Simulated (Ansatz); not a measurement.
BH3O (SMILES BO), charge 0, multiplicity 1, relaxed at each level with Ansatz (an electronic-structure program); harmonic frequencies from differences of analytic forces, average atomic masses, frozen cores.

```csv
level,harmonic frequencies (cm⁻¹),ZPE (eV),cost over HF/def2-TZVPP (rough)
HF/def2-TZVPP,771 949 1142 1249 1261 1459 2638 2726 4187,1.016,×1
r2SCAN/def2-TZVPP,786 890 1055 1178 1185 1373 2545 2649 3835,0.961,×3
PBE0/def2-TZVPP,783 886 1054 1178 1183 1387 2555 2657 3896,0.966,×2
MP2/cc-pVTZ,788 900 1081 1191 1204 1400 2616 2720 3876,0.978,×2
CCSD(T)/cc-pVDZ,799 911 1077 1183 1210 1382 2583 2678 3845,0.971,×2
CCSD(T)/cc-pVTZ,785 898 1067 1192 1199 1391 2573 2674 3863,0.970,×20
```
